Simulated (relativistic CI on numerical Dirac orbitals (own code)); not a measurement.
# Radial parameters of Xe⁴⁸⁺

These numbers are calculated, not measured: Dirac-Coulomb-Breit CI, KLI orbitals optimised for each configuration, model QED (radiative potential, 1s self-energy scaled to tabulated hydrogen-like ionisation energies), unscaled Slater integrals (own radial code, finite nucleus).

Slater integrals F^k, G^k are unscaled and averaged over j, outside the closed core 1s2; ζ comes from projecting the Hamiltonian with its Breit term on Σ l·s of the shell.

- 2s²2p²: F^2(2p,2p) = 1.0042e+06, ζ(2p) = 1.9051e+06 cm⁻¹; <r>(2p) = 0.09457, <r^2>(2p) = 0.01084 (bohr units).
- 2s2p³: F^2(2p,2p) = 1.003e+06, G^1(2s,2p) = 1.0632e+06, ζ(2p) = 1.8974e+06 cm⁻¹; <r>(2s) = 0.1092, <r^2>(2s) = 0.01405, <r>(2p) = 0.09469, <r^2>(2p) = 0.01086 (bohr units).
- 2p⁴: F^2(2p,2p) = 1.0011e+06, ζ(2p) = 1.8899e+06 cm⁻¹; <r>(2p) = 0.09485, <r^2>(2p) = 0.0109 (bohr units).

Averages of the first 10 configurations, taken without configuration mixing, which lowers the lowest level and can move excited configurations by several eV; other configurations of the list can lie among them:

| Configuration | Parity | States | Average energy above the lowest level (eV) |
| --- | --- | --- | --- |
| 2s²2p² | even | 15 | 466.7 |
| 2s2p³ | odd | 40 | 896.9 |
| 2p⁴ | even | 15 | 1370.6 |
| 2p³3s | odd | 40 | 6133.9 |
| 2p³3p | even | 120 | 6259.7 |
| 2p³3d | odd | 200 | 6367.8 |
| 2s²2p3s | odd | 12 | 5286.6 |
| 2s²2p3p | even | 36 | 5419.4 |
| 2s²2p3d | odd | 60 | 5527.8 |
| 2s2p²3s | even | 60 | 5688.3 |
